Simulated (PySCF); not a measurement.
A side-by-side comparison of computed properties.

First species: s-Bu2O, C8H18O.
Structure used (PBE0-D3(BJ)/def2-SVP), in Å, numbered top down from 1:
```
atom  x, y, z in Å
C1    -2.7395    1.0630   -1.9301
C2    -3.2445    0.1786   -0.8036
C3    -2.2154   -0.0453    0.2945
C4    -2.7670   -0.8744    1.4444
O5    -1.1044   -0.6870   -0.2924
C6     0.1429   -0.4774    0.3349
C7     0.9752   -1.7203    0.0909
C8     0.7935    0.8004   -0.1923
C9     2.0558    1.2146    0.5468
H10   -1.8322    0.6301   -2.3752
H11   -2.4856    2.0714   -1.5644
H12   -3.4932    1.1761   -2.7237
H13   -3.5321   -0.8105   -1.2002
H14   -4.1518    0.6101   -0.3486
H15   -1.9070    0.9478    0.6841
H16   -3.6157   -0.3681    1.9289
H17   -3.1080   -1.8526    1.0720
H18   -1.9985   -1.0517    2.2120
H19   -0.0058   -0.3633    1.4291
H20    1.9636   -1.6469    0.5667
H21    1.1174   -1.8689   -0.9908
H22    0.4599   -2.6051    0.4910
H23    0.9993    0.6609   -1.2675
H24    0.0492    1.6118   -0.1279
H25    1.8656    1.3368    1.6258
H26    2.8621    0.4732    0.4363
H27    2.4413    2.1736    0.1700
```

Second species: CHClSe.
InChI=1S/CHClSe/c2-1-3/h1H

Levels: CAM-B3LYP/def2-SVPD for dipole moment, HOMO energy, LUMO energy, HOMO–LUMO gap, static isotropic polarisability and electronic spatial extent ⟨r²⟩ about the centre of nuclear charge; TDDFT CAM-B3LYP/def2-SVPD for lowest singlet excitation; TDA CAM-B3LYP/def2-SVPD for lowest triplet excitation (Tamm–Dancoff); ΔSCF CAM-B3LYP/def2-SVPD for vertical ionisation energy; PBE0-D3(BJ)/def2-SVP for rotational constant A and rotational constant C. Geometries: PBE0-D3(BJ)/def2-SVP. All species are isolated and taken at one optimised geometry, non-relativistic unless stated. Electronic properties by PySCF.

The conformers computed, where there is a choice (atom-mapped SMILES and torsion angles):
- `[CH3:1][CH2:2][C@@H:3]([CH3:4])[O:5][C@@H:6]([CH3:7])[CH2:8][CH3:9]`: C1–C2–C3–C4 177°, C2–C3–O5–C6 153°, C3–O5–C6–C7 150°, O5–C6–C8–C9 172°

| property | column X | column Y |
| --- | --- | --- |
| dipole moment | 1.06 D | 1.19 D |
| HOMO energy | -8.20 eV | -8.59 eV |
| LUMO energy | -1.95 eV | 1.35 eV |
| HOMO–LUMO gap | 6.25 eV | 9.94 eV |
| lowest singlet excitation | 2.15 eV | 7.23 eV |
| lowest triplet excitation (Tamm–Dancoff) | 1.71 eV | 7.13 eV |
| static isotropic polarisability | 56.9 au | 103.7 au |
| vertical ionisation energy | 9.23 eV | 9.17 eV |
| electronic spatial extent ⟨r²⟩ about the centre of nuclear charge | 497 bohr² | 1696 bohr² |
| rotational constant A | 52.477 GHz | 2.112 GHz |
| rotational constant C | 2.052 GHz | 0.790 GHz |

**Question.** Which column belongs to which species?

**Answer.** Column X is the second species and column Y the first. The first has 27 atoms and 74 electrons, the second 4 and 58.

**Question.** How does each property change from the first species to the second?

**Answer.** dipole moment -0.13 D; HOMO energy +0.39 eV; LUMO energy -3.30 eV; HOMO–LUMO gap -3.69 eV; lowest singlet excitation -5.08 eV; lowest triplet excitation (Tamm–Dancoff) -5.42 eV; static isotropic polarisability -46.8 au; vertical ionisation energy +0.06 eV; electronic spatial extent ⟨r²⟩ about the centre of nuclear charge -1199 bohr²; rotational constant A +50.365 GHz; rotational constant C +1.262 GHz.

On the first: No computed singlet falls in the visible range (750 to 380 nm, 1.65 to 3.26 eV); S1 lies 3.97 eV above its blue end. The polarisability is 15.36 Å³ as a volume (1 au = 0.148185 Å³), or 1.40 au for each of the 74 electrons.

On the second: The ΔSCF ionisation energy exceeds −ε(HOMO) by 1.03 eV with CAM-B3LYP. 1 of the 10 computed singlets lies in the visible range (750 to 380 nm, 1.65 to 3.26 eV), with an oscillator strength of 0.000. Relativistic effects, spin–orbit coupling among them, are left out although an element past zinc is present.
